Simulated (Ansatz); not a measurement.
Energy difference R1 → P1 + P2, each structure at its B3LYP-D3(BJ)/def2-TZVP stationary point, reached from a drawn start (curvature not checked).
P1: C2H4 (SMILES C=C), charge 0, multiplicity 1.
P2: H atom, charge 0, multiplicity 2.
R1, C2H5 (SMILES [CH2]C) (charge 0, multiplicity 2):
```xyz
7

C     -0.03376    -0.61934     0.00000
C     -0.00822     0.86355     0.00000
H      0.98108    -1.04638     0.00000
H     -0.53491    -1.01748     0.88543
H     -0.53491    -1.01748    -0.88543
H      0.06536     1.41855     0.92491
H      0.06536     1.41855    -0.92491
```

P less R. No zero-point or thermal terms; singlets are restricted closed shells; open shells are unrestricted.

Correlated levels freeze the cores.

Run with Ansatz (an electronic-structure program) with Gaussian orbitals. All values are computed, each at the level named.

PBE/def2-TZVPP gives 1.759 eV for the reaction energy.

Problem. How do the other levels lie against it? Give each less PBE: r2SCAN/def2-TZVPP, B3LYP/def2-TZVPP, wB97M-V/def2-TZVPP, B2PLYP/def2-TZVPP, MP2/cc-pVQZ, CCSD(T)/cc-pVTZ.

Solution. r2SCAN/def2-TZVPP 0.238; B3LYP/def2-TZVPP 0.063; wB97M-V/def2-TZVPP 0.015; B2PLYP/def2-TZVPP 0.008; MP2/cc-pVQZ -0.142; CCSD(T)/cc-pVTZ -0.018 eV. 4 of 6 lie above PBE; the widest gap is to r2SCAN/def2-TZVPP.
